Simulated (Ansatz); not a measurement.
The same ligand exchange along the group Al, Ga, In.

Computed with Ansatz on PBE0-D4/def2-TZVP structures; ΔE is electronic, products minus reactants. CCSD(T)/CBS is the MP2 limit (def2-TZVPP, def2-QZVPP) plus CCSD(T) − MP2 in def2-TZVPP, frozen cores. This one scheme is used for every species. Functionals use def2-TZVPP. def2 core potentials past Kr. For Ga, In outer-core shells are correlated without core-valence functions, which leaves a few kJ/mol of doubt a bond. Scalar relativity is left out up to krypton. One conformer a species, not always the lowest.

| reaction | PBE-D4 (kJ/mol) | MP2/CBS(def2) (kJ/mol) | CCSD(T)/CBS(def2) (kJ/mol) |
| --- | --- | --- | --- |
| `[OH][Al]([SH])[O][SiH3]` + HCl → `[OH][Al]([SH])[Cl]` + `O[SiH3]` | -11 | -7 | -4 |
| `[OH][Ga]([SH])[O][SiH3]` + HCl → `[OH][Ga]([SH])[Cl]` + `O[SiH3]` | -51 | -46 | -44 |
| `[OH][In]([SH])[O][SiH3]` + HCl → `[OH][In]([SH])[Cl]` + `O[SiH3]` | -74 | -68 | -66 |

Largest T1 diagnostic: 0.016, for `[OH][In]([SH])[O][SiH3]`.
